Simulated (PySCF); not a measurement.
# Frontier levels across methods

Species: C2H8BNO2.
Z-matrix (Å and degrees, PBE0-D3(BJ)/def2-SVP geometry), rows numbered from 1:
```
C 
N   1  1.4370
C   2  1.4372  1  115.17
B   2  1.4142  1  122.38  3   180.00
O   4  1.3794  2  118.37  1     0.49
O   4  1.3793  2  118.35  1  -179.52
H   1  1.1071  2  111.60  3    60.15
H   1  1.0970  2  110.14  3  -179.65
H   1  1.1071  2  111.54  3   -59.49
H   3  1.0970  2  110.15  1  -179.64
H   3  1.1071  2  111.51  1   -59.49
H   3  1.1070  2  111.62  1    60.13
H   5  0.9585  4  114.41  2  -179.76
H   6  0.9585  4  114.54  2  -179.81
```

Basis pcSseg-1 throughout (PySCF), one geometry. Geometry: PBE0-D3(BJ)/def2-SVP, one conformer, isolated molecule.

How do the orbital energies, the gap and the dipole change with the method?

```json
{"method": "BLYP", "kind": "GGA", "HOMO (eV)": "-4.80", "LUMO (eV)": "-0.25", "gap (eV)": "4.55", "μ (D)": "1.74", "SCF cycles": "15"}
{"method": "OPBE", "kind": "GGA", "HOMO (eV)": "-4.92", "LUMO (eV)": "0.02", "gap (eV)": "4.93", "μ (D)": "1.67", "SCF cycles": "14"}
{"method": "PBE", "kind": "GGA", "HOMO (eV)": "-4.92", "LUMO (eV)": "-0.17", "gap (eV)": "4.75", "μ (D)": "1.71", "SCF cycles": "14"}
{"method": "B97-D", "kind": "GGA", "HOMO (eV)": "-4.94", "LUMO (eV)": "-0.07", "gap (eV)": "4.86", "μ (D)": "1.71", "SCF cycles": "14"}
{"method": "LDA", "kind": "LDA", "HOMO (eV)": "-5.02", "LUMO (eV)": "-0.31", "gap (eV)": "4.71", "μ (D)": "1.76", "SCF cycles": "15"}
{"method": "BP86", "kind": "GGA", "HOMO (eV)": "-5.02", "LUMO (eV)": "-0.05", "gap (eV)": "4.97", "μ (D)": "1.70", "SCF cycles": "13"}
{"method": "KT2", "kind": "GGA", "HOMO (eV)": "-5.04", "LUMO (eV)": "-0.18", "gap (eV)": "4.86", "μ (D)": "1.62", "SCF cycles": "14"}
{"method": "KT3", "kind": "GGA", "HOMO (eV)": "-5.07", "LUMO (eV)": "-0.36", "gap (eV)": "4.71", "μ (D)": "1.63", "SCF cycles": "13"}
{"method": "B97-2", "kind": "global hybrid", "HOMO (eV)": "-6.03", "LUMO (eV)": "0.74", "gap (eV)": "6.77", "μ (D)": "1.71", "SCF cycles": "13"}
{"method": "B3LYP", "kind": "global hybrid", "HOMO (eV)": "-6.04", "LUMO (eV)": "0.34", "gap (eV)": "6.38", "μ (D)": "1.75", "SCF cycles": "13"}
{"method": "PBE0", "kind": "global hybrid", "HOMO (eV)": "-6.27", "LUMO (eV)": "0.76", "gap (eV)": "7.03", "μ (D)": "1.72", "SCF cycles": "13"}
{"method": "mPW1PW91", "kind": "global hybrid", "HOMO (eV)": "-6.31", "LUMO (eV)": "0.68", "gap (eV)": "7.00", "μ (D)": "1.71", "SCF cycles": "13"}
{"method": "BHandHLYP", "kind": "global hybrid", "HOMO (eV)": "-7.54", "LUMO (eV)": "1.41", "gap (eV)": "8.95", "μ (D)": "1.77", "SCF cycles": "13"}
{"method": "CAM-B3LYP", "kind": "range-separated hybrid", "HOMO (eV)": "-7.63", "LUMO (eV)": "1.53", "gap (eV)": "9.16", "μ (D)": "1.78", "SCF cycles": "13"}
{"method": "wB97X-D", "kind": "range-separated hybrid", "HOMO (eV)": "-8.14", "LUMO (eV)": "2.63", "gap (eV)": "10.77", "μ (D)": "1.73", "SCF cycles": "13"}
{"method": "LC-wPBE", "kind": "range-separated hybrid", "HOMO (eV)": "-8.98", "LUMO (eV)": "2.98", "gap (eV)": "11.96", "μ (D)": "1.76", "SCF cycles": "14"}
{"method": "HF", "kind": "Hartree–Fock", "HOMO (eV)": "-9.54", "LUMO (eV)": "3.72", "gap (eV)": "13.26", "μ (D)": "1.86", "SCF cycles": "10"}
```

The HOMO spans 4.74 eV, from BLYP down to HF, and the gap runs from 4.55 eV (BLYP) to 13.26 eV (HF). Over the methods BLYP (0 %), OPBE (0 %), PBE (0 %), B97-D (0 %), LDA (0 %), BP86 (0 %), KT2 (0 %), KT3 (0 %), B97-2 (21 %), B3LYP (20 %), PBE0 (25 %), mPW1PW91 (25 %), BHandHLYP (50 %), HF (100 %), a straight line through the gap against the share of exact exchange rises by 0.85 eV for each 10 % (correlation coefficient 0.999). The dipole ranges from 1.62 D (KT2) to 1.86 D (HF). This basis has no diffuse functions.
